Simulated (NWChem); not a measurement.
Program: NWChem. System: CBr₂ClF, charge 0, spin multiplicity 1, at a geometry optimised with B3LYP/def2-SVP. The structure started from a generated list of species. Level: RHF/def2-TZVP.

The NWChem input:

```
start mol
memory heap 200 mb stack 800 mb global 1000 mb
geometry units angstroms nocenter noautoz
  F     -0.550942     1.681408     0.000000
  C     -0.405126     0.358641     0.000000
  Cl    -2.011645    -0.400839     0.000000
  Br     0.594103    -0.149575    -1.611144
  Br     0.594103    -0.149575     1.611144
  symmetry group Cs
end
basis spherical
  * library def2-tzvp
end
scf
  rhf
  nopen 0
  maxiter 100
  thresh 1e-7
  semidirect memsize 60000000 filesize 0
end
task scf energy
```

Part of the output:

```
             Northwest Computational Chemistry Package (NWChem) 7.3.0
             --------------------------------------------------------

                                NWChem Input Module
                                -------------------

 Scaling coordinates for geometry "geometry" by  1.889725989
 (inverse scale =  0.529177249)

 Turning off AUTOSYM since
 SYMMETRY directive was detected!

                             Geometry "geometry" -> ""
                             -------------------------

 Output coordinates in angstroms (scale by  1.889725989 to convert to a.u.)

  No.       Tag          Charge          X              Y              Z
 ---- ---------------- ---------- -------------- -------------- --------------
    1 F                    9.0000    -0.55094200     1.68140800     0.00000000
    2 C                    6.0000    -0.40512600     0.35864100     0.00000000
    3 Cl                  17.0000    -2.01164500    -0.40083900     0.00000000
    4 Br                  35.0000     0.59410300    -0.14957500    -1.61114400
    5 Br                  35.0000     0.59410300    -0.14957500     1.61114400

 Effective nuclear repulsion energy (a.u.)     726.6834831150

            Nuclear Dipole moment (a.u.)
            ----------------------------
        X                 Y               Z
 ---------------- ---------------- ----------------
     0.0000207870     0.0000094486     0.0000000000

      Symmetry information
      --------------------

 Group name             Cs
 Group number              2
 Group order               2
 No. of unique centers     4

      Symmetry unique atoms

     1    2    3    4


 Summary of "ao basis" -> "" (spherical)
 ------------------------------------------------------------------------------
       Tag                 Description            Shells   Functions and Types
 ---------------- ------------------------------  ------  ---------------------
 *                         def2-tzvp                  on all atoms

 Summary of "ao basis" -> "ao basis" (spherical)
 ------------------------------------------------------------------------------
       Tag                 Description            Shells   Functions and Types
 ---------------- ------------------------------  ------  ---------------------
 F                         def2-tzvp                11       31   5s3p2d1f
 C                         def2-tzvp                11       31   5s3p2d1f
 Cl                        def2-tzvp                13       37   5s5p2d1f
 Br                        def2-tzvp                16       48   6s5p4d1f

                                 NWChem SCF Module
                                 -----------------

  ao basis        = "ao basis"
  functions       =   195
  atoms           =     5
  closed shells   =    51
  open shells     =     0
  charge          =   0.00
  wavefunction    = RHF
  use symmetry    = T
  symmetry adapt  = T

 Summary of "ao basis" -> "ao basis" (spherical)
 ------------------------------------------------------------------------------
       Tag                 Description            Shells   Functions and Types
 ---------------- ------------------------------  ------  ---------------------
 F                         def2-tzvp                11       31   5s3p2d1f
 C                         def2-tzvp                11       31   5s3p2d1f
 Cl                        def2-tzvp                13       37   5s5p2d1f
 Br                        def2-tzvp                16       48   6s5p4d1f

      Symmetry analysis of basis
      --------------------------

        a'        115
        a"         80

 Forming initial guess at       0.2s

      Superposition of Atomic Density Guess
      -------------------------------------

 Sum of atomic energies:       -5741.36509532

      Non-variational initial energy
      ------------------------------

 Total energy =   -5742.437886
 1-e energy   =   -9440.825545
 2-e energy   =    2971.704175
 HOMO         =      -0.351327
 LUMO         =      -0.028681

      Symmetry analysis of molecular orbitals - initial
      -------------------------------------------------

  Numbering of irreducible representations:

     1 a'          2 a"

  Orbital symmetries:

     1 a'          2 a"          3 a'          4 a'          5 a"
     6 a'          7 a"          8 a"          9 a'         10 a"
    11 a'         12 a'         13 a'         14 a'         15 a'
    16 a"         17 a'         18 a"         19 a'         20 a'
    21 a"         22 a'         23 a'         24 a"         25 a"
    26 a'         27 a"         28 a'         29 a'         30 a"
    31 a"         32 a'         33 a'         34 a"         35 a"
    36 a'         37 a'         38 a'         39 a"         40 a'
    41 a'         42 a"         43 a'         44 a"         45 a'
    46 a'         47 a'         48 a"         49 a'         50 a"
    51 a"         52 a'         53 a"         54 a'         55 a'
    56 a'         57 a"         58 a'         59 a'         60 a'
    61 a"

 Starting SCF solution at       8.2s

 ----------------------------------------------
         Quadratically convergent ROHF

 Convergence threshold     :          1.000E-07
 Maximum no. of iterations :          100
 Final Fock-matrix accuracy:          1.000E-09
 ----------------------------------------------

              iter       energy          gnorm     gmax       time
             ----- ------------------- --------- --------- --------
                 1    -5741.4681016231  1.71D+00  3.99D-01     11.7
                 2    -5741.6522711224  3.55D-01  6.58D-02     19.3
                 3    -5741.6676813815  1.07D-02  1.90D-03     30.4
                 4    -5741.6676923549  4.40D-05  7.28D-06     47.1
                 5    -5741.6676923550  9.65D-09  1.88D-09     75.7

       Final RHF  results
       ------------------

         Total SCF energy =  -5741.667692355028
      One-electron energy =  -9440.212358482309
      Two-electron energy =   2971.861183012326
 Nuclear repulsion energy =    726.683483114955

        Time for solution =     67.6s

       Symmetry analysis of molecular orbitals - final
       -----------------------------------------------

  Numbering of irreducible representations:

     1 a'          2 a"

  Orbital symmetries:

     1 a'          2 a"          3 a'          4 a'          5 a"
     6 a'          7 a"          8 a"          9 a'         10 a"
    11 a'         12 a'         13 a'         14 a'         15 a"
    16 a'         17 a'         18 a'         19 a"         20 a"
    21 a'         22 a"         23 a'         24 a"         25 a'
    26 a'         27 a"         28 a"         29 a'         30 a"
    31 a'         32 a"         33 a"         34 a'         35 a'
    36 a'         37 a'         38 a'         39 a"         40 a'
    41 a'         42 a"         43 a'         44 a'         45 a"
    46 a'         47 a"         48 a'         49 a'         50 a"
    51 a"         52 a'         53 a"         54 a'         55 a'
    56 a'         57 a"         58 a'         59 a'         60 a'
    61 a"

             Final eigenvalues
             -----------------

              1
    1 -490.0559
    2 -490.0559
    3 -104.8768
    4  -65.1980
    5  -65.1980
    6  -58.5534
    7  -58.5534
    8  -58.5516
    9  -58.5516
   10  -58.5516
   11  -58.5516
   12  -26.3645
   13  -11.5166
   14  -10.6047
   15   -9.8712
   16   -9.8712
   17   -8.0715
   18   -8.0697
   19   -8.0696
   20   -7.4839
   21   -7.4839
   22   -7.4759
   23   -7.4759
   24   -7.4758
   25   -7.4758
   26   -3.2271
   27   -3.2270
   28   -3.2229
   29   -3.2229
   30   -3.2228
   31   -3.2228
   32   -3.2126
   33   -3.2125
   34   -3.2125
   35   -3.2125
   36   -1.6956
   37   -1.1936
   38   -1.0793
   39   -1.0383
   40   -0.8916
   41   -0.7632
   42   -0.7597
   43   -0.7191
   44   -0.5737
   45   -0.5700
   46   -0.5078
   47   -0.4759
   48   -0.4666
   49   -0.4464
   50   -0.4370
   51   -0.4233
   52    0.0591
   53    0.1238
   54    0.1615
   55    0.2166
   56    0.2359
   57    0.2818
   58    0.3063
   59    0.3384
   60    0.3442
   61    0.3550

                       ROHF Final Molecular Orbital Analysis
                       -------------------------------------

 Vector   49  Occ=2.000000D+00  E=-4.464239D-01  Symmetry=a'
              MO Center=  1.5D-01, -1.4D-01,  5.1D-11, r^2= 4.5D+00
   Bfn.  Coefficient  Atom+Function         Bfn.  Coefficient  Atom+Function
  ----- ------------  ---------------      ----- ------------  ---------------
   115      0.258640  4 Br px               163      0.258640  5 Br px
   116      0.243255  4 Br py               164      0.243255  5 Br py
    77      0.200940  3 Cl px               109     -0.166850  4 Br px
   157     -0.166850  5 Br px               110     -0.155285  4 Br py
   158     -0.155285  5 Br py

 Vector   50  Occ=2.000000D+00  E=-4.369774D-01  Symmetry=a"
              MO Center=  2.8D-01, -1.4D-01, -1.6D-11, r^2= 4.5D+00
   Bfn.  Coefficient  Atom+Function         Bfn.  Coefficient  Atom+Function
  ----- ------------  ---------------      ----- ------------  ---------------
   116      0.337170  4 Br py               164     -0.337170  5 Br py
   110     -0.215055  4 Br py               158      0.215055  5 Br py
    79     -0.208241  3 Cl pz               113      0.191636  4 Br py
   161     -0.191636  5 Br py               119      0.188036  4 Br py
   167     -0.188036  5 Br py

 Vector   51  Occ=2.000000D+00  E=-4.233094D-01  Symmetry=a"
              MO Center=  4.8D-01, -1.4D-01, -5.9D-11, r^2= 4.4D+00
   Bfn.  Coefficient  Atom+Function         Bfn.  Coefficient  Atom+Function
  ----- ------------  ---------------      ----- ------------  ---------------
   115      0.283053  4 Br px               163     -0.283053  5 Br px
   117      0.274895  4 Br pz               165      0.274895  5 Br pz
   109     -0.179182  4 Br px               157      0.179182  5 Br px
   111     -0.177141  4 Br pz               159     -0.177141  5 Br pz
   118      0.163226  4 Br px               166     -0.163226  5 Br px

 Vector   52  Occ=0.000000D+00  E= 5.913684D-02  Symmetry=a'
              MO Center=  1.9D-01, -1.5D-01, -4.6D-13, r^2= 5.3D+00
   Bfn.  Coefficient  Atom+Function         Bfn.  Coefficient  Atom+Function
  ----- ------------  ---------------      ----- ------------  ---------------
    35      0.667176  2 C  s                 36      0.502151  2 C  s
   120     -0.446575  4 Br pz               168      0.446575  5 Br pz
   105     -0.318398  4 Br s                153     -0.318398  5 Br s
    80     -0.289169  3 Cl px                44     -0.243472  2 C  py
   118      0.228315  4 Br px               166      0.228315  5 Br px

 Vector   53  Occ=0.000000D+00  E= 1.238327D-01  Symmetry=a"
              MO Center=  3.6D-01, -9.2D-02,  3.9D-13, r^2= 5.5D+00
   Bfn.  Coefficient  Atom+Function         Bfn.  Coefficient  Atom+Function
  ----- ------------  ---------------      ----- ------------  ---------------
    45      0.747752  2 C  pz               105      0.557107  4 Br s
   153     -0.557107  5 Br s                120      0.482830  4 Br pz
   168      0.482830  5 Br pz               118     -0.440650  4 Br px
   166      0.440650  5 Br px                42      0.420794  2 C  pz
    39      0.344268  2 C  pz               119      0.224820  4 Br py

 Vector   54  Occ=0.000000D+00  E= 1.614762D-01  Symmetry=a'
              MO Center= -1.2D+00, -2.2D-01, -1.4D-13, r^2= 4.3D+00
   Bfn.  Coefficient  Atom+Function         Bfn.  Coefficient  Atom+Function
  ----- ------------  ---------------      ----- ------------  ---------------
    67      0.858802  3 Cl s                 43      0.835225  2 C  px
    80      0.792532  3 Cl px                40      0.487779  2 C  px
    35     -0.423085  2 C  s                 81      0.405982  3 Cl py
   120     -0.347439  4 Br pz               168      0.347439  5 Br pz
    37      0.313444  2 C  px               105     -0.306627  4 Br s

 center of mass
 --------------
 x =   0.07769648 y =  -0.01402769 z =   0.00000000

 moments of inertia (a.u.)
 ------------------
        1711.713062837895          18.855920553113           0.000000000000
          18.855920553113        2214.667049223651           0.000000000000
           0.000000000000           0.000000000000         963.167353819269

  Mulliken analysis of the total density
  --------------------------------------

    Atom       Charge   Shell Charges
 -----------   ------   -------------------------------------------------------
    1 F    9     9.18   0.77  1.20  0.60  1.02  0.33  2.24  2.26  0.75  0.00  0.02  0.00
    2 C    6     5.71   0.85  1.12  0.48  0.75 -0.08  1.00  1.25  0.01  0.04  0.26  0.02
    3 Cl  17    17.04   2.01  0.45  1.52  1.10  0.84  4.18  1.69  1.07  2.80  1.32  0.02  0.04  0.01
    4 Br  35    35.03   2.00  2.00  1.16  0.78  1.01  0.98  6.00  5.94  1.24  2.75  1.12  8.99  1.02 -0.00  0.05  0.01
    5 Br  35    35.03   2.00  2.00  1.16  0.78  1.01  0.98  6.00  5.94  1.24  2.75  1.12  8.99  1.02 -0.00  0.05  0.01

       Multipole analysis of the density wrt the origin
       ------------------------------------------------

     L   x y z        total         open         nuclear
     -   - - -        -----         ----         -------
     0   0 0 0     -0.000000      0.000000    102.000000

     1   1 0 0      0.045523      0.000000      0.000021
     1   0 1 0     -0.192586      0.000000      0.000009
     1   0 0 1     -0.000000      0.000000      0.000000

     2   2 0 0    -43.527234      0.000000    347.171187
     2   1 1 0      0.196301      0.000000     -6.147666
     2   1 0 1      0.000000      0.000000      0.000000
     2   0 2 0    -45.534860      0.000000    108.965478
     2   0 1 1      0.000000      0.000000      0.000000
     2   0 0 2    -42.931879      0.000000    648.880059

 Task  times  cpu:       75.8s     wall:       75.8s

 Total times  cpu:       75.9s     wall:       75.9s
```
